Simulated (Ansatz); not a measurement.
Ansatz (a first-principles code) input (RI-MP2/cc-pV(T+d)Z):
A basis named .json is the Basis Set Exchange file of that set.

Ansatz 0.2 input:
```yaml
crystal:
  periodic: [false, false, false]
  atoms:
    - {symbol: B, position_ang: [-0.16345875, -0.05824432, 0.01098435]}
    - {symbol: Cl, position_ang: [0.07314747, 1.62936405, 0.07083273]}
    - {symbol: Cl, position_ang: [1.01266748, -1.28061557, -0.14560156]}
    - {symbol: N, position_ang: [-1.65577316, -0.53434984, 0.11389600]}
    - {symbol: H, position_ang: [-2.22045636, -0.13334527, -0.64321477]}
    - {symbol: H, position_ang: [-2.08332511, -0.21044242, 0.98863700]}
    - {symbol: H, position_ang: [-1.74736665, -1.55326598, 0.07345409]}
basis:
  gaussian:
    orbitals: cc-pV_T+d_Z.json
    fitting: {mean_field: def2-universal-jkfit, correlation: cc-pVTZ-RIFIT.json}
total_charge: 1
magnetization: {spin_polarized: false}
correlation: {method: mp2, electrons: outside_noble_gas}
```

End of the output:

```
integrals: 0.14 GiB planned
462 factors; integrals over basis functions are off by at most 1.4e0 eV
496 factors; integrals over basis functions are off by at most 7.9e-1 eV
mean field: 0.51 GiB planned
mean field evaluation 1: about -27203.7694 eV, gradient 3.5e1 eV
mean field evaluation 2: about -27205.9991 eV, gradient 1.5e1 eV
mean field evaluation 4: about -27206.4047 eV, gradient 7.2e-1 eV
mean field evaluation 8: about -27206.4066 eV, gradient 2.2e-6 eV
mean field -27206.40661746 eV, -999.8170020269 hartree, gradient 2.2e-6 eV, S^2 0.000000; 0 other end points of the search recorded, 0 dependent functions left out
12 core orbitals not correlated
reference -27206.40661746 eV, -999.8170020269 hartree; 12, 12 occupied and 156, 156 virtual orbitals, 496 factors
second order -18.66137587 eV of doubles, -0.00000000 eV of singles
Total energy: -27225.06799332 eV, -1000.5027949408 hartree
```

It need not be the lowest isomer of its formula.
